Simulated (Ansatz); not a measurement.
Computed with Ansatz on PBE0-D4/def2-TZVP structures; ΔE is electronic, products minus reactants. CBS: MP2 limit from def2 TZ/QZ plus the TZ coupled-cluster correction, frozen cores. This one scheme is used for every species. DFT in def2-TZVPP. B3LYP here is the variant with VWN-RPA as its local correlation; programs differ in this. One conformer a species, not always the lowest.

`C[CH](F)[AlH2]` + `CC` → `CC[CH](C)[AlH2]` + H–F  (formal exchange of groups at a C–F bond)

`C[CH](F)[AlH2]`:

Cartesian coordinates in Å:
```
C 0.596 0.534 1.033
C 0.290 0.372 -0.442
F -0.206 1.597 -0.933
Al -0.995 -1.085 -0.874
H 1.295 1.359 1.199
H -0.305 0.738 1.618
H 1.055 -0.380 1.424
H 1.239 0.201 -0.972
H -2.435 -0.754 -1.445
H -0.533 -2.583 -0.608
```

`CC`:

Cartesian coordinates in Å:
```
C 0.135 -0.675 -0.320
C -0.135 0.675 0.320
H 1.070 -1.109 0.044
H -0.664 -1.388 -0.102
H 0.214 -0.592 -1.407
H -1.070 1.109 -0.044
H 0.664 1.387 0.102
H -0.214 0.592 1.407
```

`CC[CH](C)[AlH2]`:

```xyz
16

C    -0.371   -0.922    1.703
C     0.519    0.016    0.904
C     0.304   -0.119   -0.604
C     1.171    0.866   -1.386
Al   -1.628    0.097   -0.938
H    -0.211   -1.964    1.413
H    -0.200   -0.842    2.778
H    -1.439   -0.699    1.549
H     1.571   -0.172    1.158
H     0.319    1.051    1.210
H     0.586   -1.140   -0.896
H     1.085    0.729   -2.468
H     0.901    1.904   -1.165
H     2.232    0.754   -1.132
H    -2.342    1.407   -0.377
H    -2.493   -0.967   -1.749
```

H–F:

```xyz
2

F    -0.393    0.187    0.149
H     0.393   -0.187   -0.149
```

| level | ΔE (kcal/mol) | difference from CCSD(T)/CBS |
| --- | --- | --- |
| B3LYP-D4 | -7.8 | 4.9 |
| ωB97M-V | -9.7 | 3.0 |
| B2PLYP | -7.8 | 4.9 |
| PBE | -7.2 | 5.5 |
| PBE0 | -8.9 | 3.8 |
| HF/def2-TZVPP | -3.7 | 9.0 |
| MP2/def2-TZVPP | -15.3 | -2.6 |
| SCS-MP2/def2-TZVPP | -12.1 | 0.6 |
| HF/CBS(def2) | -3.8 | 8.9 |
| MP2/CBS(def2) | -15.8 | -3.1 |
| CCSD(T)/CBS | -12.7 | 0 |

Largest T1 diagnostic among the species: 0.011.

The D4 term adds −3.6 kcal/mol with B3LYP and −2.0 kcal/mol with PBE0; it sums over pairs of atoms, weighted by their polarisabilities, and B3LYP, whose exchange is more repulsive, gets the larger term. In def2-TZVPP, CCSD(T) changes the Hartree–Fock value by −8.4 kcal/mol (the triples alone add −0.9 kcal/mol) and MP2 by −11.5 kcal/mol.
